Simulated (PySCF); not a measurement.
C2BrCl2F, SMILES C(=C(\Br)Cl)(/Cl)F. Coordinates come from a PBE-D3(BJ)/def2-SVP optimisation. The structure was generated by enumeration; whether it is a known compound was not checked.

Computed equilibrium geometry at PBE-D3(BJ)/def2-SVP (PySCF confirms it by a frequency run) as bond lengths and angles, and its point group:
point group Cs.
Atoms: F1 C2 Cl3 C4 Cl5 Br6. Bonds (Å): F1–C2 1.329, C2–Cl3 1.718, C2–C4 1.357, C4–Cl5 1.720, C4–Br6 1.888. Angles (°): F1–C2–Cl3 114.1, F1–C2–C4 121.8, Cl3–C2–C4 124.1, C2–C4–Cl5 122.5, C2–C4–Br6 119.8, Cl5–C4–Br6 117.8.
Charge 0, spin multiplicity 1.
